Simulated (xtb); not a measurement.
ethane (C2H6), singlet, from a rough starting geometry; xtb with GFN2-xTB.

Here is a job for xtb.
```
$ xtb mol.xyz --gfn 2 --opt vtight --json

# file mol.xyz
8

C      0.00748403     0.05799030     0.71944578
C     -0.03256175     0.03061243    -0.77780971
H     -0.04914535     1.03142580     1.15467799
H     -0.87056355    -0.48259979     1.15155544
H      0.86869532    -0.55447791     1.16817965
H      0.01416517    -0.96695693    -1.18479214
H     -0.91944678     0.53307798    -1.12757054
H      0.89627854     0.47637039    -1.15427206
```

Q: Write the output that xtb gives for this input, abridged.

A: 
```
   ID    Z sym.   atoms
    1    6 C      1, 2
    2    1 H      3-8

           -------------------------------------------------
          |                Calculation Setup                |
           -------------------------------------------------

           -------------------------------------------------
          |                 G F N 2 - x T B                 |
           -------------------------------------------------

          ...................................................
          :                      SETUP                      :
          :.................................................:
          :  # basis functions                  14          :
          :  # atomic orbitals                  14          :
          :  # shells                           10          :
          :  # electrons                        14          :
          :  max. iterations                   250          :
          :  Hamiltonian                  GFN2-xTB          :
          :  restarted?                      false          :
          :  GBSA solvation                  false          :
          :  PC potential                    false          :
          :  electronic temp.          300.0000000     K    :
          :  accuracy                    1.0000000          :
          :  -> integral cutoff          0.2500000E+02      :
          :  -> integral neglect         0.1000000E-07      :
          :  -> SCF convergence          0.1000000E-05 Eh   :
          :  -> wf. convergence          0.1000000E-03 e    :
          :  Broyden damping             0.4000000          :
          :  net charge                          0          :
          :  unpaired electrons                  0          :
          ...................................................

 iter      E             dE          RMSdq      gap      omega  full diag
   1     -7.4183308 -0.741833E+01  0.274E+00   14.49       0.0  T
   2     -7.4437381 -0.254073E-01  0.137E+00   14.34       1.0  T
   3     -7.4439310 -0.192914E-03  0.739E-01   14.27       1.0  T
   4     -7.4440003 -0.693212E-04  0.914E-02   14.18       1.0  T
   5     -7.4440006 -0.254718E-06  0.377E-02   14.18       1.0  T
   6     -7.4440009 -0.296017E-06  0.219E-03   14.18      16.2  T
   7     -7.4440009 -0.275040E-08  0.665E-04   14.18      53.2  T
   8     -7.4440009 -0.241445E-09  0.163E-04   14.18     217.1  T

   *** convergence criteria satisfied after 8 iterations ***

[...]
         :: total energy              -7.329641381794 Eh    ::
 * total energy  :    -7.3296414 Eh     change       -0.7008616E-11 Eh
 * total energy  :    -7.3357781 Eh     change       -0.6136716E-02 Eh
 * total energy  :    -7.3363273 Eh     change       -0.5492149E-03 Eh
 * total energy  :    -7.3363685 Eh     change       -0.4115368E-04 Eh
 * total energy  :    -7.3363704 Eh     change       -0.1968185E-05 Eh
 * total energy  :    -7.3363706 Eh     change       -0.2034808E-06 Eh
 * total energy  :    -7.3363707 Eh     change       -0.3195334E-07 Eh
   *** GEOMETRY OPTIMIZATION CONVERGED AFTER 7 ITERATIONS ***
         :: total energy              -7.336370670365 Eh    ::
[...]
     1   6 C        3.750    -0.097    22.414     6.752
     2   6 C        3.750    -0.097    22.414     6.752
     3   1 H        0.925     0.032     2.554     2.499
     4   1 H        0.925     0.032     2.554     2.499
     5   1 H        0.925     0.032     2.554     2.499
     6   1 H        0.925     0.032     2.554     2.499
     7   1 H        0.925     0.032     2.554     2.499
     8   1 H        0.925     0.032     2.554     2.499

 Mol. C6AA /au·bohr⁶  :        362.045047
 Mol. C8AA /au·bohr⁸  :       7078.455636
 Mol. α(0) /au        :         28.498857

Wiberg/Mayer (AO) data.
largest (>0.10) Wiberg bond orders for each atom

 ---------------------------------------------------------------------------
     #   Z sym  total        # sym  WBO       # sym  WBO       # sym  WBO
 ---------------------------------------------------------------------------
     1   6 C    3.997 --     2 C    1.031     3 H    0.989     5 H    0.989
                             4 H    0.989
     2   6 C    3.997 --     1 C    1.031     6 H    0.989     7 H    0.989
                             8 H    0.989
     3   1 H    0.999 --     1 C    0.989
     4   1 H    0.999 --     1 C    0.989
     5   1 H    0.999 --     1 C    0.989
     6   1 H    0.999 --     2 C    0.989
     7   1 H    0.999 --     2 C    0.989
     8   1 H    0.999 --     2 C    0.989
 ---------------------------------------------------------------------------

Topologies differ in total number of bonds
Writing topology from bond orders to xtbtopo.mol

molecular dipole:
                 x           y           z       tot (Debye)
 q only:       -0.000       0.000       0.000
   full:        0.000       0.000      -0.000       0.000
molecular quadrupole (traceless):
                xx          xy          yy          xz          yz          zz
 q only:       -0.073       0.000      -0.073      -0.000      -0.001       0.146
  q+dip:        0.311       0.000       0.312       0.001       0.006      -0.623
   full:        0.134       0.000       0.134       0.000       0.002      -0.268

optimized geometry written to: xtbopt.xyz

           -------------------------------------------------
          | TOTAL ENERGY               -7.336370670365 Eh   |
          | GRADIENT NORM               0.000023110577 Eh/α |
          | HOMO-LUMO GAP              15.506420317007 eV   |
           -------------------------------------------------

normal termination of xtb
```
